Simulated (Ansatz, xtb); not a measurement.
## C3H8AlF: where a starting geometry ends

The starting geometry of this gas-phase singlet was built from a drawn formula by distance geometry and a force field; its bonds are those of `[CH3][AlH][C@@H](C)F`.

```csv
atom,x (Å),y (Å),z (Å)
C,-2.2156,1.0048,1.0784
C,0.8090,0.4955,-0.5246
C,0.2561,0.7601,-1.8849
Al,-0.6714,-0.1002,0.6893
F,1.3664,1.6733,0.0004
H,-2.2737,1.2724,2.1380
H,-3.1479,0.5494,0.6805
H,-2.1101,2.0232,0.4782
H,-0.5625,-1.6113,1.4115
H,1.5835,-0.2908,-0.5819
H,-0.1792,-0.1452,-2.3412
H,-0.4428,1.5958,-1.8853
H,1.0888,1.1160,-2.5592
```

Predict what it relaxes into with r2SCAN-D4/def2-SVP.

A new bond forms, giving a structure with F5 bridging Al4 and C2, given below by its coordinates. Distances that change by over a tenth: C2–F5 (1.40 → 1.62 Å). Contacts that close: Al4–F5 (2.79 → 1.92 Å).

The energy falls by 0.57 eV over 15 steps:

```
step  E − E(last) (eV)
   1             0.573
   3             0.294
   4             0.285
   6             0.272
   7             0.259
   9             0.142
  10             0.060
  12             0.003
  13             0.001
  15             0.000
```

Final geometry (Å):

```yaml
atoms:
  - { symbol: C, position_ang: [-2.1738, 1.0631, 0.9759] }
  - { symbol: C, position_ang: [0.5272, 0.0285, -0.7772] }
  - { symbol: C, position_ang: [0.3141, 0.8968, -1.9686] }
  - { symbol: Al, position_ang: [-0.5683, -0.0443, 0.8639] }
  - { symbol: F, position_ang: [0.9805, 1.0069, 0.4256] }
  - { symbol: H, position_ang: [-2.2774, 1.5350, 1.9685] }
  - { symbol: H, position_ang: [-3.0867, 0.4589, 0.8270] }
  - { symbol: H, position_ang: [-2.1979, 1.8721, 0.2264] }
  - { symbol: H, position_ang: [-0.1859, -1.1469, 1.9419] }
  - { symbol: H, position_ang: [1.4189, -0.6094, -0.8717] }
  - { symbol: H, position_ang: [0.0519, 0.2258, -2.8059] }
  - { symbol: H, position_ang: [-0.5207, 1.6022, -1.8403] }
  - { symbol: H, position_ang: [1.2188, 1.4544, -2.2661] }
```

From the same start GFN2-xTB reaches the same bonding as this run.

No frequencies were run, so the end isn't proven a minimum. Run with Ansatz 0.2.0, 21 s on 2 threads of Intel(R) Xeon(R) 6975P-C (Granite Rapids), with other jobs on the host.
